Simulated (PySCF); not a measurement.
## CdC: from constants to spectrum

PBEsol constants of CdC, ³Σ⁻ (triplet), unpaired electrons π ↑↑ (PySCF, scalar-relativistic core potentials, basis sets Cd cc-pVDZ-PP with ECP28, C cc-pVDZ; masses 113.9034 and 12.0000 u):

```
ωe              : 454.8 cm⁻¹
ωexe            : 4.85 cm⁻¹
Be              : 0.34981 cm⁻¹
αe              : 0.00436 cm⁻¹
D (centrifugal) : 8.28e-07 cm⁻¹
De to Cd + C    : 1.43 eV
```

Task: Give the vibrational terms G(v) and spacings up to v = 6.

Result: G(v) = ωe(v+½) − ωexe(v+½)².

| v | G(v) (cm⁻¹) | G(v) − G(v−1) | Bv (cm⁻¹) |
| --- | --- | --- | --- |
| 0 | 226 |  | 0.3476 |
| 1 | 671 | 445 | 0.3433 |
| 2 | 1107 | 435 | 0.3389 |
| 3 | 1532 | 426 | 0.3346 |
| 4 | 1948 | 416 | 0.3302 |
| 5 | 2355 | 406 | 0.3258 |
| 6 | 2751 | 397 | 0.3215 |

Task: How well does the Morse estimate ωe²/(4ωexe) reproduce De, and what is D0?

Result: It gives 1.32 eV, 92 % of the computed De. D0 = De − G(0) = 1.43 − 0.03 = 1.40 eV.

Spin–orbit coupling is left out. The state is the lowest determinant that a PBE0 search found; another state may lie lower at other levels.
